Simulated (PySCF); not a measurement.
A structure optimised at PBE-D3(BJ)/def2-SVP, used in a PySCF frequency run:

```
C
H 1 1.1094
H 1 1.1128 2 108.75
H 1 1.1128 2 108.75 3 117.73
O 1 1.4229 2 107.42 4 121.14
Sb 5 1.9908 1 122.23 2 -180.00
Cl 6 2.4057 5 98.32 1 49.06
Cl 6 2.4057 5 98.32 1 -49.06
```
Charge 0, spin multiplicity 1.

Question: Write its SMILES, formula and point group.

Answer: C[O][Sb]([Cl])[Cl], CH3Cl2OSb, Cs

Question: What are its rotational constants (standard atomic weights)?

Answer: 1.6729, 1.4449, 1.2206 GHz
